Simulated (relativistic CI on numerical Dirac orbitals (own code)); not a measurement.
## Electric-dipole transitions in Au69+

These numbers are calculated, not measured: Dirac-Coulomb-Breit CI, orbitals from a KLI potential per configuration, QED by a radiative potential, unscaled Slater integrals (own radial code, finite nucleus).

Configurations in the expansion (outside the closed core 1s2): 2s²2p⁶, 2s²2p⁵3s, 2s²2p⁵3p, 2s²2p⁵3d, 2s2p⁶3s, 2s2p⁶3p, 2s2p⁶3d, 2s²2p⁵4s, 2s²2p⁵4p, 2s²2p⁵4d, 2s²2p⁵4f, 2s²2p⁴3s², 2s²2p⁴3s3p, 2s2p⁶4s, 2s²2p⁴3s3d, 2s²2p⁴3p². Levels of other configurations are missing.

```
λ vac (nm)               Lower               Upper   A (s⁻¹)        gf  Branching (%)
   0.08980      2s²2p⁶ ¹S0 [1]  2s²2p⁵4d ¹P°1 [53]  1.35e+15  4.89e-01           88.9
   0.10107      2s²2p⁶ ¹S0 [1]  2s²2p⁵3d ³D°1 [29]  2.17e+15  9.99e-01           99.9
   0.10264      2s²2p⁶ ¹S0 [1]   2s2p⁶3p ³P°1 [26]  7.24e+14  3.43e-01           94.4
   0.11780      2s²2p⁶ ¹S0 [1]  2s²2p⁵3d ¹P°1 [17]  3.72e+15  2.32e+00          100.0
   0.29690   2s²2p⁵3s ³P°2 [2]   2s²2p⁵4p ³D3 [42]  5.20e+13  4.81e-01           77.8
   0.30362    2s²2p⁵3p ³P1 [4]  2s²2p⁵4d ³D°2 [49]  6.40e+13  4.42e-01           39.7
   0.30373    2s²2p⁵3p ³D2 [5]  2s²2p⁵4d ³D°2 [49]  6.47e+13  4.47e-01           40.1
   0.30386    2s²2p⁵3p ³P1 [4]  2s²2p⁵4d ³P°1 [48]  1.08e+14  4.49e-01           50.2
   0.30399    2s²2p⁵3p ³D2 [5]  2s²2p⁵4d ³F°3 [47]  1.31e+14  1.27e+00           80.7
   0.31279   2s²2p⁵3s ³P°2 [2]   2s²2p⁵4p ³D2 [41]  4.58e+13  3.36e-01           39.2
   0.31283   2s²2p⁵3s ³P°2 [2]   2s²2p⁵4p ³P1 [40]  7.69e+13  3.38e-01           66.2
   0.31353   2s²2p⁵3s ¹P°1 [3]   2s²2p⁵4p ³D2 [41]  4.64e+13  3.42e-01           39.7
   0.34302    2s²2p⁵3p ¹P1 [7]  2s²2p⁵4d ¹D°2 [51]  1.07e+14  9.48e-01           63.4
   0.34313   2s²2p⁵3p ³D2 [24]  2s²2p⁵4d ³F°3 [71]  1.68e+14  2.07e+00           99.4
   0.34324    2s²2p⁵3p ³D3 [6]  2s²2p⁵4d ³F°4 [50]  1.68e+14  2.68e+00           99.4
   0.34349   2s²2p⁵3p ³P1 [25]  2s²2p⁵4d ³P°2 [70]  1.48e+14  1.31e+00           87.3
   0.34397    2s²2p⁵3p ³P2 [8]  2s²2p⁵4d ³D°3 [52]  1.35e+14  1.67e+00           79.8
   0.34434    2s²2p⁵3p ³P2 [8]  2s²2p⁵4d ¹D°2 [51]  5.78e+13  5.14e-01           34.1
   0.35656  2s²2p⁵3d ³P°0 [10]   2s²2p⁵4f ³D1 [54]  1.68e+14  9.59e-01           46.4
   0.35718  2s²2p⁵3d ³F°2 [28]   2s²2p⁵4f ³G3 [72]  3.30e+14  4.42e+00           93.2
   0.35731  2s²2p⁵3d ³F°3 [12]   2s²2p⁵4f ³F3 [57]  6.64e+13  8.90e-01           18.8
   0.35742  2s²2p⁵3d ³P°1 [11]   2s²2p⁵4f ³F2 [56]  2.01e+14  1.92e+00           56.0
   0.35767  2s²2p⁵3d ³F°3 [12]   2s²2p⁵4f ³G4 [55]  3.29e+14  5.68e+00           93.1
   0.35768  2s²2p⁵3d ³P°1 [11]   2s²2p⁵4f ³D1 [54]  1.63e+14  9.37e-01           45.0
   0.35827  2s²2p⁵3d ³D°2 [13]   2s²2p⁵4f ³F3 [57]  2.61e+14  3.52e+00           73.9
   0.35838  2s²2p⁵3d ³D°2 [13]   2s²2p⁵4f ³F2 [56]  1.19e+14  1.15e+00           33.3
   0.35981  2s²2p⁵3d ³D°1 [29]   2s²2p⁵4f ³F2 [73]  2.93e+14  2.85e+00           81.5
   0.36731  2s²2p⁵3d ³F°4 [14]   2s²2p⁵4f ³G5 [58]  3.41e+14  7.60e+00           99.7
   0.36753  2s²2p⁵3d ³P°2 [30]   2s²2p⁵4f ³D3 [75]  3.25e+14  4.60e+00           94.6
   0.36787  2s²2p⁵3d ¹D°2 [15]   2s²2p⁵4f ¹F3 [60]  2.81e+14  3.99e+00           81.4
   0.36793  2s²2p⁵3d ³F°3 [31]   2s²2p⁵4f ³G4 [74]  3.41e+14  6.22e+00           99.7
   0.36896  2s²2p⁵3d ³D°3 [16]   2s²2p⁵4f ³F4 [61]  3.02e+14  5.55e+00           88.6
   0.36907  2s²2p⁵3d ³D°3 [16]   2s²2p⁵4f ¹F3 [60]  6.11e+13  8.73e-01           17.7
   0.37262  2s²2p⁵3d ¹P°1 [17]   2s²2p⁵4f ¹D2 [59]  2.74e+14  2.86e+00           77.3
   0.38599    2s²2p⁵3p ³D3 [6]  2s²2p⁵4s ³P°2 [38]  4.86e+13  5.42e-01           51.6
   0.51140    2s²2p⁵3p ³D3 [6]   2s2p⁶3p ³P°2 [32]  3.10e+13  6.08e-01           67.1
   0.51182  2s²2p⁵3d ³F°4 [14]    2s2p⁶3d ³D3 [36]  2.83e+13  7.77e-01           67.2
   0.51250    2s²2p⁵3p ³D2 [5]   2s2p⁶3p ³P°1 [26]  3.59e+13  4.24e-01            4.7
   0.51348   2s²2p⁵3s ³P°2 [2]    2s2p⁶3s ³S1 [22]  3.49e+13  4.14e-01           83.1
    1.7710    2s²2p⁵3p ³D2 [5]  2s²2p⁵3d ³F°3 [12]  2.32e+12  7.62e-01           99.6
    1.7774   2s²2p⁵3s ³P°2 [2]    2s²2p⁵3p ³P2 [8]  1.65e+12  3.91e-01           35.8
    1.8016   2s²2p⁵3s ¹P°1 [3]    2s²2p⁵3p ³P2 [8]  1.58e+12  3.84e-01           34.1
    1.8150   2s²2p⁵3s ³P°2 [2]    2s²2p⁵3p ³D3 [6]  3.07e+12  1.06e+00          100.0
    1.8386   2s²2p⁵3s ¹P°1 [3]    2s²2p⁵3p ¹P1 [7]  2.48e+12  3.77e-01           83.8
    4.1627    2s²2p⁵3p ³D3 [6]  2s²2p⁵3d ³F°4 [14]  2.20e+11  5.15e-01           99.8
```

Terms are leading LS components. Brackets give the number of a level in order of energy, since labels repeat. The list gives strong lines, with weight on those to low levels, without lines whose two gauges differ by over a factor of 2.5, among the lowest 77 of 231 levels, so that lines to higher ones, which can be the strongest, are missing. Levels whose partners in the same complex of configurations lie outside the list can be far off, and so can their lines. Rates are taken at the computed energies, electric ones in the length gauge.

At this charge energies of transitions that change n are usually good to better than 1 %, and those within a shell (Δn = 0) to a few per cent.

Q: From the table, what is the radiative lifetime of 2s2p⁶3p ³P°1?

A: The listed rates from this level add up to about 7.60e+14 s⁻¹, 99 % of its decay; with all channels τ = 1.30e-15 s.

LS names give the leading component of a level, which can be under half, so a name can repeat, a term be missing and a line seem to break the LS rules.
